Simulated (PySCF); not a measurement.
The vertical singlet excitations below were computed for one of the candidates. Method: PySCF 2.14.0, density-fitted response routines, TDDFT CAM-B3LYP/def2-SVPD, vertical, gas phase, core orbitals frozen in the response. Geometries: GFN2-xTB, one conformer each.

```csv
state,ν̃ (cm⁻¹),f,"main configurations (H = HOMO, L = LUMO)"
S1,60430,0.031,"H→L (66%), H→L+3 (12%), H→L+2 (11%)"
S2,63110,0.0088,"H→L+1 (70%), H→L+2 (18%)"
S3,64790,0.049,"H→L+3 (44%), H→L (25%), H→L+2 (10%)"
S4,66640,0.064,H-1→L (74%)
S5,68960,0.0033,"H-1→L+1 (58%), H-1→L+2 (22%)"
S6,69420,0.0080,"H-2→L (34%), H-1→L+1 (16%), H-1→L+3 (10%)"
S7,70220,0.062,"H→L+2 (34%), H→L+3 (16%), H-2→L (16%)"
S8,70980,0.036,"H-1→L+2 (21%), H-1→L+3 (21%), H-2→L (14%)"
```

Orbital energies (eV): HOMO-3 -11.27, HOMO-2 -10.69, HOMO-1 -10.48, HOMO -9.76, LUMO 1.04, LUMO+1 1.11, LUMO+2 1.59.

**Question.** Which structure fits? All have the formula C4H8F2Si.
A. `FC(F)[C@@H]1CC[SiH2]1`
B. `C=C([SiH3])CC(F)F`
C. `F[C@@H]1C[SiH2][C@@H](F)C1`

**Answer.** C. Its S1, at 7.49 eV, is the highest among the candidates; the nearest of the others has S1 at 7.23 eV. S1 is HOMO→LUMO (66%), HOMO→LUMO+3 (12%), HOMO→LUMO+2 (11%). Löwdin shares by element: HOMO carbon 37% or more, fluorine 21% or more, silicon 20% (atoms not listed hold the other 22%); LUMO silicon 31%, hydrogen 21% or more, carbon 11% or more (atoms not listed hold the other 37%). At the same level the other candidates give, for their lowest levels:
- `FC(F)[C@@H]1CC[SiH2]1`: 7.23 eV (f 0.021); 7.45 eV (f 0.082); 7.65 eV (f 0.024); 7.85 eV (f 0.006); 8.16 eV (f 0.013); T1 6.52 eV; HOMO -9.70, LUMO 0.80 eV
- `C=C([SiH3])CC(F)F`: 6.77 eV (f 0.004); 6.97 eV (f 0.313); 7.46 eV (f 0.010); 8.08 eV (f 0.003); 8.38 eV (f 0.004); T1 4.25 eV; HOMO -9.33, LUMO 0.45 eV
Triplets come from the Tamm–Dancoff approximation.
